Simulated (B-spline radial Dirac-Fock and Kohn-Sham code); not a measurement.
Scattering functions of Cs³¹⁺

System: cesium as Cs³¹⁺, configuration 1s2 2s2 2p6 3s2 3p6 3d6.

The run's input, task.json:

```json
{"items": [{
  "Z": 55,
  "q": 31,
  "cfg": [[1, 0, 2], [2, 0, 2], [2, 1, 6], [3, 0, 2], [3, 1, 6], [3, 2, 6]],
  "A": 133,
  "rrms": 4.8041,
  "do": ["scatter"],
  "s": [0.0, 0.05, 0.1, 0.15, 0.2, 0.25, 0.3, 0.35, 0.4, 0.45, 0.5, 0.6, 0.7, 0.8, 0.9, 1.0, 1.1, 1.2, 1.4, 1.6, 1.8, 2.0, 2.5, 3.0, 3.5, 4.0, 5.0, 6.0],
  "pz": [0, 0.1, 0.2, 0.3, 0.4, 0.5, 0.6, 0.8, 1.0, 1.2, 1.4, 1.6, 1.8, 2.0, 2.5, 3.0, 4.0, 5.0, 7.0, 10.0, 15.0, 20.0, 30.0, 40.0, 60.0, 100.0],
  "hv_scatter": [2000, 5000, 10000, 17479.3, 30000, 50000, 100000, 500000]
}]}
```

Run with: `python xray_run.py task.json out`

Model: Dirac-Fock densities. Program: an atomic code on a B-spline grid. f₀ is the Fourier transform of the spherical electron density, S the Waller-Hartree incoherent function, and s = sin θ/λ. The electron scattering factor follows from the Mott-Bethe formula f_e = 0.023934 Å⁻¹·(Z − f₀)/s².

```
s (Å⁻¹)      f₀       S  f_e (Å)
      0  24.000   0.000        –
   0.05  23.977   0.021  297.006
    0.1  23.906   0.084   74.420
   0.15  23.790   0.189   33.199
    0.2  23.628   0.334   18.771
   0.25  23.422   0.518   12.092
    0.3  23.175   0.738    8.463
   0.35  22.887   0.993    6.274
    0.4  22.561   1.280    4.853
   0.45  22.199   1.597    3.877
    0.5  21.805   1.940    3.178
    0.6  20.931   2.692    2.265
    0.7  19.964   3.513    1.711
    0.8  18.929   4.377    1.349
    0.9  17.854   5.263    1.098
      1  16.762   6.151    0.915
    1.1  15.676   7.025    0.778
    1.2  14.616   7.873    0.671
    1.4  12.638   9.456    0.517
    1.6  10.914  10.864    0.412
    1.8   9.483  12.095    0.336
      2   8.337  13.163    0.279
    2.5   6.479  15.276    0.186
      3   5.470  16.849    0.132
    3.5   4.775  18.088    0.098
      4   4.161  19.091    0.076
      5   3.055  20.551    0.050
      6   2.236  21.469    0.035
```

f₀ starts at the number of electrons, 24, and has fallen to half at s ≈ 1.47 Å⁻¹. The sum of ⟨r²⟩ over the electrons is 1.276 bohr². For an ion f_e diverges as s goes to zero, because of the net charge.

Values without a named source are computed, but for edge energies of neutral atoms, which are taken from tables.
